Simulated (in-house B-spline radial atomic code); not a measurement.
# Removing one electron from Yb LVII (Yb56+)

Closed shell [Ne] 3s2 (3p1/2)2. Computed with a B-spline radial code for spherical atoms: Koopmans values of Dirac-Hartree-Fock plus a diagonal self-energy, in second order or with its direct term screened (direct RPA, with the hole-particle interaction, or full time-dependent Hartree-Fock), linearised in energy; no-pair Dirac-Coulomb Hamiltonian, finite nucleus. Shifts add to the Koopmans value (the ΔSCF shift is orbital relaxation alone); the final value takes TDHF screening with Breit and QED.

The shells are closed in jj coupling only; the real ground state mixes other jj configurations.

Command:
```bash
python run_mb.py task.json out
```
Settings (nuclear radius in fm, box in bohr, cutoff in hartree; a minus after a letter marks j = l - 1/2):
```
basis_form          2
Z                   70
core_configuration  [Ne] 3s2 3p-2
rms_radius          5.3108
mass_number         174
speed_of_light      137.036
box_radius          2.346
lmax                7
intervals           56
virtual_cutoff      19600.0
```

Time taken, with all properties: 6.8 s on 1 thread of Arm Neoverse N1 (shared host).

Energies in eV:

| subshell | Koopmans | ΔSCF shift | second order | direct RPA | hole-particle | TDHF | Breit + QED | final |
| --- | --- | --- | --- | --- | --- | --- | --- | --- |
| 3p1/2 | 5738.63 | -0.583 | ? | ? | ? | ? | ? | ? |
| 3s1/2 | 5893.80 | -0.497 | 0.520 | 0.875 | 0.103 | 0.117 | -8.973 | 5884.95 |

Question: What does the self-energy do to 3p1/2?

Answer: It shifts the removal energy by 1.798 eV in second order, 1.745 with direct RPA, 1.711 with the hole-particle term and 1.764 with TDHF screening (quasi-particle weight 0.996); Breit and QED add -8.621 eV. The final value is 5731.77 eV, against 5731 ± 5 eV (NIST, tabulated theory).
